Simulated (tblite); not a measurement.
Question: Write Cartesian coordinates for `c1(F)c(Cl)c([c]ccc1)=O` [radical] as optimised with GFN2-xTB. (Doublet state.)

Answer: 
```xyz
13
C7H3ClFO angstrom
O      1.3530   -2.4400    1.0047
C      0.7785   -1.5970    0.3571
C     -0.5040   -1.5326   -0.1854
C     -1.5456   -0.7300   -0.3102
C     -1.5260    0.6292    0.1382
C     -0.3840    1.3492    0.2470
C      0.9279    0.9070   -0.0892
F      1.7652    1.9298   -0.3715
C      1.4524   -0.3449   -0.1524
Cl     3.0582   -0.5855   -0.7102
H     -2.4616   -1.0988   -0.7532
H     -2.4755    1.1124    0.3167
H     -0.4428    2.4016    0.4907
```

Orientation and origin are arbitrary. Atoms count from 1 in this order. C7 (carbon bonded to 2 C and F) is planar (angles 130.7°, 116.6° and 112.6°, sum 360.0°, 0.01 Å off the plane of its three neighbours). C6 (carbon bonded to 2 C and H) is planar (angles 126.3°, 119.3° and 113.9°, sum 359.5°, 0.05 Å off the plane of its three neighbours). C9 (carbon bonded to 2 C and Cl) is planar (angles 125.2°, 120.3° and 114.2°, sum 359.8°, 0.04 Å off the plane of its three neighbours). The 7-membered ring C2–C3–C4–C5–C6–C7–C9 has internal angles of 103.9° to 142.2°; it is puckered, 0.22 Å rms from its mean plane, widest ring torsion 51°.

Bonds between heavy atoms (Å): O1=C2 1.208, C2–C3 1.394, C3–C4 1.321, C4–C5 1.431, C5–C6 1.354, C6–C7 1.425, C7–F8 1.352, C7–C9 1.359, C9–Cl10 1.717, C2–C9 1.511.

Computed geometry: GFN2-xTB, gas phase. This method treats the open shell by occupation alone, without spin polarisation.

Point group: C1 (no symmetry element, even within 0.4 Å). Its GFN2-xTB frequencies are all real (lowest 67 cm⁻¹). 2 starts were optimised and ended at 0.00 and 3.65 kcal/mol (GFN2-xTB); the lowest of these is shown.
